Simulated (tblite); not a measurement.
Parent: `[CH3:1][NH:2][C@H:3]1[CH:4]=[CH:5][CH2:6][SiH2:7]1` with C1–N2–C3–C4 75°, C5H11NSi.

Computed geometry: GFN2-xTB, gas phase. One conformer each, not checked by frequencies here.

| coordinate of the parent | value |
| --- | --- |
| C1–N2 | 1.449 Å |
| N2–C3 | 1.461 Å |
| C3–C4 | 1.508 Å |
| C4=C5 | 1.322 Å |
| C5–C6 | 1.500 Å |
| C6–Si7 | 1.911 Å |
| C3–Si7 | 1.920 Å |
| C1–N2–C3 | 115.0° |
| N2–C3–C4 | 114.1° |
| N2–C3–Si7 | 111.2° |
| C4–C3–Si7 | 104.1° |
| C3–C4–C5 | 118.9° |
| C4–C5–C6 | 119.3° |
| C5–C6–Si7 | 104.4° |
| C3–Si7–C6 | 93.3° |

Problem. How does the shared frame change in `[CH3:1][CH2:2][CH2:3][NH:4][C@H:5]1[CH:6]=[CH:7][CH2:8][SiH2:9]1` with C1–C2–C3–N4 63°, C2–C3–N4–C5 178°, C3–N4–C5–C6 175°, C7H15NSi? Atoms pair as C1 = C3, N2 = N4, C3 = C5, C4 = C6, C5 = C7, C6 = C8, Si7 = Si9 (parent first).

Solution. 
```
   parent   relative  value in the relative  change
    C1–N2      C3–N4                1.445 Å  -0.004
    N2–C3      N4–C5                1.455 Å  -0.006
    C3–C4      C5–C6                1.504 Å  -0.004
    C4=C5      C6=C7                1.322 Å   0.000
    C5–C6      C7–C8                1.500 Å   0.000
   C6–Si7     C8–Si9                1.905 Å  -0.006
   C3–Si7     C5–Si9                1.933 Å  +0.013
 C1–N2–C3   C3–N4–C5                 113.4°    -1.6
 N2–C3–C4   N4–C5–C6                 110.0°    -4.1
N2–C3–Si7  N4–C5–Si9                 118.2°    +7.0
C4–C3–Si7  C6–C5–Si9                 103.4°    -0.7
 C3–C4–C5   C5–C6–C7                 119.2°    +0.3
 C4–C5–C6   C6–C7–C8                 119.1°    -0.2
C5–C6–Si7  C7–C8–Si9                 104.4°     0.0
C3–Si7–C6  C5–Si9–C8                  93.1°    -0.2
```

Of the parent's bonds, C3–Si7 changes most (+0.013 Å). Bonds of the relative outside the shared frame: C1–C2 1.523, C2–C3 1.526 Å. Point group C1 → C1.
